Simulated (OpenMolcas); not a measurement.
# How basis sets differ on Si5H12 (SMILES [SiH3][Si]([SiH3])([SiH3])[SiH3])

Si5H12 has 17 atoms, charge 0, and is taken as a singlet. SMILES: `[SiH3][Si]([SiH3])([SiH3])[SiH3]`. Geometry: relaxed at PBE0-D4/def2-TZVP.

```xyz
17

Si   -0.3731    1.1666   -1.9861
Si   -0.0019   -0.0011    0.0025
Si    2.2155    0.2938    0.6743
Si   -0.4161   -2.2742   -0.3398
Si   -1.4311    0.8128    1.6612
H    -0.1192    2.6188   -1.7848
H     0.5354    0.6673   -3.0535
H    -1.7802    0.9863   -2.4349
H     2.4711   -0.4404    1.9429
H     2.4983    1.7380    0.8938
H     3.1427   -0.2204   -0.3695
H    -0.1659   -3.0379    0.9123
H     0.4741   -2.8048   -1.4076
H    -1.8307   -2.4827   -0.7511
H    -2.8502    0.6232    1.2565
H    -1.1996    0.0902    2.9411
H    -1.1883    2.2640    1.8827
```

Quantity: the HOMO–LUMO gap, in eV. The values are calculated.

| level | kind | program | value (eV) | CPU time |
| --- | --- | --- | --- | --- |
| HF/ANO-RCC-MB (DKH2) | Hartree–Fock | OpenMolcas | 15.28 | 5.7 s |
| HF/ANO-S-MB | Hartree–Fock | OpenMolcas | 14.82 | 4.3 s |
| HF/STO-3G | Hartree–Fock | OpenMolcas | 17.49 | 3.4 s |
| HF/3-21G | Hartree–Fock | OpenMolcas | 13.68 | 6.1 s |
| HF/6-31G* (spherical functions) | Hartree–Fock | OpenMolcas | 13.47 | 23 s |

The values span 13.47 to 17.49 eV. A Hartree–Fock LUMO above zero doesn't converge with the basis: it sinks as sets grow more diffuse. Orbital gaps aren't excitation energies. CPU times are rough (shared hosts, several kinds of processor and program).
